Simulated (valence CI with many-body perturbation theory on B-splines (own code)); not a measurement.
**E1 line list for Ca7+**

Calculated by valence CI with perturbative core correlation (CI+MBPT): three valence electrons over a frozen Dirac-Fock core [Ne], a basis of 11 s, 11 p, 10 d, 8 f, 5 g, 2 h functions for each j, with the one-electron correlation potential Σ1 (screened to all orders), the two-electron term Σ2, the three-electron term Σ3, Breit, model QED; selected single and double excitations, second order for the rest, scaled by the run's own slope (own B-spline code, finite nucleus).

No measured spectrum was set against this ion. As an estimate, levels hold to about 100 cm⁻¹ or 0.05 % of their energy and the worst to 300 or 400 cm⁻¹, as in measured light ions of charge 2 to 7.

Lines 251 to 300 of 521 in falling wavelength, among levels below 109.78 eV, chosen from the strongest by gf and those to the six lowest levels. Wavelengths and rates use the calculated energies, so an error of 200 cm⁻¹ moves a line at 395.9 Å by 0.079 % and its rate by three times that or more. Electric multipoles are in the length gauge, E1 and E2 with the static RPA response of the core. Weak lines are less certain than strong ones. Lines between different terms over intervals too small for the method are left out, as are lines whose strength nearly cancels. Where a level lies close to another of its J and parity, the split of strength between their lines is uncertain. The highest levels of a list are the least certain.

Names give the largest LS component (configuration and term), which can be under half, so a name can repeat, a term be missing and a line seem to break the LS rules; names also repeat where a configuration has a term twice. Letters in brackets count levels of one name in rising energy.

| λ vac (Å) | Upper | Lower | A (s⁻¹) | S (a.u.) |
| --- | --- | --- | --- | --- |
| 395.9 | 3s 3d2 4F_5/2 | 3s 3p 3d 4D°_5/2 | 2.61e+09 | 4.80e-01 |
| 395.9 | 3s 3d2 4F_7/2 | 3s 3p 3d 4D°_7/2 | 1.66e+09 | 4.07e-01 |
| 395.7 | 3s 3d2 4F_7/2 | 3s 3p 3d 4D°_5/2 | 1.03e+10 | 2.52e+00 |
| 395.6 | 3s 3d2 4F_9/2 | 3s 3p 3d 4D°_7/2 | 1.36e+10 | 4.16e+00 |
| 395.5 | 3s 3d2 4F_3/2 | 3s 3p 3d 4D°_3/2 | 2.75e+09 | 3.36e-01 |
| 395.3 | 3s 3d2 4F_5/2 | 3s 3p 3d 4D°_3/2 | 7.93e+09 | 1.45e+00 |
| 394.9 | 3s 3d2 2S_1/2 | 3s 3p 3d 2P°_3/2 [b] | 1.16e+10 | 7.06e-01 |
| 394.6 | 3s 3d2 4F_3/2 | 3s 3p 3d 4D°_1/2 | 6.83e+09 | 8.28e-01 |
| 394.4 | 3p 3d2 4D°_7/2 [b] | 3p2 3d 2D_5/2 [a] | 1.27e+09 | 3.08e-01 |
| 393.6 | 3p 3d2 4D°_7/2 [a] | 3p2 3d 4D_7/2 | 2.00e+09 | 4.81e-01 |
| 393.1 | 3s 3p 3d 2P°_1/2 [a] | 3s 3p2 2P_1/2 | 8.21e+09 | 4.92e-01 |
| 392.1 | 3s 3d2 4F_3/2 | 3s 3p 3d 4P°_1/2 | 2.66e+09 | 3.17e-01 |
| 390.5 | 3s 3d2 4F_5/2 | 3s 3p 3d 4P°_3/2 | 2.31e+09 | 4.07e-01 |
| 388.8 | 3p 3d2 2H°_9/2 | 3p2 3d 2G_9/2 | 1.03e+09 | 2.99e-01 |
| 388.7 | 3s 3d2 4F_7/2 | 3s 3p 3d 4P°_5/2 | 1.46e+09 | 3.39e-01 |
| 388.7 | 3s 3d2 2F_5/2 | 3s 3p 3d 2F°_5/2 [b] | 4.83e+09 | 8.39e-01 |
| 388.1 | 3p 3d2 2H°_9/2 | 3p2 3d 2G_7/2 | 3.49e+09 | 1.01e+00 |
| 387.3 | 3p 3d2 2S°_1/2 | 3p2 3d 2P_1/2 [a] | 6.66e+09 | 3.82e-01 |
| 387.2 | 3s 3d2 2F_7/2 | 3s 3p 3d 2F°_7/2 [b] | 4.92e+09 | 1.13e+00 |
| 386.2 | 3p 3d2 2F°_5/2 | 3p2 3d 2F_5/2 [a] | 3.23e+09 | 5.52e-01 |
| 385.9 | 3s 3d2 2P_3/2 | 3s 3p 3d 2D°_5/2 [b] | 1.09e+10 | 1.24e+00 |
| 385.7 | 3p 3d2 2F°_7/2 | 3p2 3d 2F_7/2 [a] | 2.80e+09 | 6.34e-01 |
| 385.6 | 3s 3d2 2P_1/2 | 3s 3p 3d 2D°_3/2 [b] | 9.35e+09 | 5.29e-01 |
| 385.1 | 3s 3d2 2P_3/2 | 3s 3p 3d 2D°_3/2 [b] | 3.89e+09 | 4.39e-01 |
| 384.6 | 3p 3d2 2H°_11/2 | 3p2 3d 2G_9/2 | 4.21e+09 | 1.42e+00 |
| 384.4 | 3p 3d2 4F°_9/2 | 3p2 3d 4D_7/2 | 5.29e+09 | 1.48e+00 |
| 384.4 | 3p 3d2 2S°_1/2 | 3p2 3d 2P_3/2 [a] | 1.80e+10 | 1.01e+00 |
| 384.3 | 3p 3d2 4F°_5/2 | 3p2 3d 4D_3/2 | 3.25e+09 | 5.47e-01 |
| 383.9 | 3p 3d2 4F°_7/2 | 3p2 3d 4D_5/2 | 4.13e+09 | 9.23e-01 |
| 380.7 | 3p 3d2 2D°_5/2 | 3p2 3d 2F_7/2 [a] | 7.20e+09 | 1.18e+00 |
| 380.2 | 3p2 3d 2P_1/2 [b] | 3p3 2P°_1/2 | 1.50e+10 | 8.13e-01 |
| 379.8 | 3s 3d2 2P_1/2 | 3s 3p 3d 2P°_3/2 [b] | 1.35e+10 | 7.29e-01 |
| 379.5 | 3s 3d2 2P_1/2 | 3s 3p 3d 2P°_1/2 [b] | 2.10e+10 | 1.13e+00 |
| 379.5 | 3p 3d2 2D°_3/2 | 3p2 3d 2F_5/2 [a] | 7.63e+09 | 8.23e-01 |
| 379.3 | 3s 3d2 2P_3/2 | 3s 3p 3d 2P°_3/2 [b] | 2.07e+10 | 2.23e+00 |
| 379.2 | 3p2 3d 2P_3/2 [b] | 3p3 2P°_3/2 | 1.05e+10 | 1.13e+00 |
| 379.0 | 3s 3d2 2P_3/2 | 3s 3p 3d 2P°_1/2 [b] | 4.84e+09 | 5.20e-01 |
| 379.0 | 3p2 3d 2P_3/2 [b] | 3p3 2P°_1/2 | 3.62e+09 | 3.89e-01 |
| 378.3 | 3p 3d2 4P°_1/2 | 3p2 3d 4D_1/2 | 6.28e+09 | 3.36e-01 |
| 377.6 | 3s 3p 4d 4P°_3/2 | 3p2 3d 4D_5/2 | 5.64e+09 | 6.00e-01 |
| 377.2 | 3p 3d2 4P°_1/2 | 3p2 3d 4D_3/2 | 8.43e+09 | 4.47e-01 |
| 377.1 | 3p 3d2 4D°_7/2 [a] | 3p2 3d 4F_9/2 | 4.69e+09 | 9.94e-01 |
| 376.7 | 3p 3d2 4P°_3/2 | 3p2 3d 4D_5/2 | 4.81e+09 | 5.07e-01 |
| 376.5 | 3p 3d2 4P°_5/2 | 3p2 3d 4D_7/2 | 1.22e+10 | 1.93e+00 |
| 376.0 | 3p 3d2 4D°_5/2 [a] | 3p2 3d 4F_7/2 | 3.85e+09 | 6.06e-01 |
| 375.5 | 3p 3d2 4D°_3/2 [a] | 3p2 3d 4F_5/2 | 4.33e+09 | 4.53e-01 |
| 375.0 | 3p 3d2 4P°_5/2 | 3p2 3d 4D_5/2 | 2.71e+09 | 4.23e-01 |
| 375.0 | 3p 3d2 4D°_1/2 [a] | 3p2 3d 4F_3/2 | 5.60e+09 | 2.91e-01 |
| 374.9 | 3p 3d2 4D°_7/2 [a] | 3p2 3d 4F_7/2 | 1.51e+09 | 3.15e-01 |
| 374.3 | 3p2 3d 2D_3/2 [b] | 3p3 2P°_3/2 | 3.13e+09 | 3.24e-01 |
